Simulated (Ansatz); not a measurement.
**Question.** Name a neutral molecule of Ge, N, O, Si and H with HOMO energy (ωB97M-V/def2-TZVPP) between -9.40 and -9.10 eV and HOMO energy (B3LYP/def2-TZVPP) between -6.95 and -6.65 eV (Ansatz, PBE0-D4/def2-TZVP geometry).

**Answer.** `[NH2][GeH2][SiH](N)O` (-9.30 eV, -6.72 eV); `[NH2][GeH2][Si](N)(O)O` (-9.33 eV, -6.84 eV). Other molecules can fit too; these were computed, each in one conformer that needn't be the lowest.

B3LYP here is the variant with VWN-RPA as its local correlation; programs differ in this.
